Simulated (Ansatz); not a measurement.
`C[CH](F)[AlH2]` + CH₃NH₂ → `CNC(C)F` + `[AlH3]`  (substitution at a C–Al bond)

Computed with Ansatz on PBE0-D4/def2-TZVP structures; ΔE is electronic, products minus reactants. CCSD(T)/CBS is the MP2 limit (def2-TZVPP, def2-QZVPP) plus CCSD(T) − MP2 in def2-TZVPP, frozen cores. This one scheme is used for every species. DFT in def2-TZVPP. One conformer a species, not always the lowest.

```tsv
species	PBE energy (Eh)
`C[CH](F)[AlH2]`	-421.79238
CH₃NH₂	-95.76706
`CNC(C)F`	-273.51400
`[AlH3]`	-244.05104
```

**Question.** Work out ΔE.

**Answer.** ΔE = (-273.51400) + (-244.05104) − (-421.79238) − (-95.76706) = -0.00560 Eh = -3.5 kcal/mol. CCSD(T)/CBS gives -4.5 kcal/mol.

Largest T1 diagnostic among the species: 0.011.

The D4 term adds −0.7 kcal/mol with B3LYP and −0.4 kcal/mol with PBE0; it sums over pairs of atoms, weighted by their polarisabilities, and B3LYP, whose exchange is more repulsive, gets the larger term. From PBE to PBE0 (25 % exact exchange), in def2-TZVPP and without D4, ΔE moves by −0.9 kcal/mol. In def2-TZVPP, CCSD(T) changes the Hartree–Fock value by +1.1 kcal/mol (the triples alone add −0.1 kcal/mol) and MP2 by +1.1 kcal/mol.

B3LYP here is the variant with VWN-RPA as its local correlation; programs differ in this.
